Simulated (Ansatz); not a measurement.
Two isomers of F3H3OSi2: A = `F[SiH2]O[SiH](F)F`, B = `F[Si](F)(F)O[SiH3]`.

Isolated molecules relaxed with PBE0-D4/def2-TZVP in Ansatz; ΔE leaves out vibrations. CCSD(T)/CBS is the MP2 limit (def2-TZVPP, def2-QZVPP) plus CCSD(T) − MP2 in def2-TZVPP, frozen cores. DFT in def2-TZVPP. B3LYP here is the variant with VWN-RPA as its local correlation; programs differ in this. One conformer a species, not always the lowest.

Q: Which is lower in electronic energy at CCSD(T)/CBS, and by how much? (Estimate.)

A: Computed: A, by 0.8 kcal/mol.

Q: Give E(B) − E(A) in kcal/mol with B3LYP-D4, r2SCAN-D4, CCSD(T)/def2-TZVPP, LDA (SPW92), MP2/def2-TZVPP, B2PLYP, CCSD/def2-TZVPP. (Estimate.)

A: The calculation gave: B3LYP-D4 1.1, r2SCAN-D4 0.3, CCSD(T)/def2-TZVPP 0.3, LDA (SPW92) 0.7, MP2/def2-TZVPP 0.9, B2PLYP 1.2, CCSD/def2-TZVPP 0.1. None reverses the order clearly.

Largest T1 diagnostic: 0.012.

From BLYP to BHLYP (50 % exact exchange), in def2-TZVPP and without D4, E(B) − E(A) moves by −1.4 kcal/mol. Leaving LDA and LC-ωPBE aside and taking each functional with its dispersion term where it has one, the values, not all of them listed here, spread over 2.0 kcal/mol, from B97M-V to BLYP-D4.
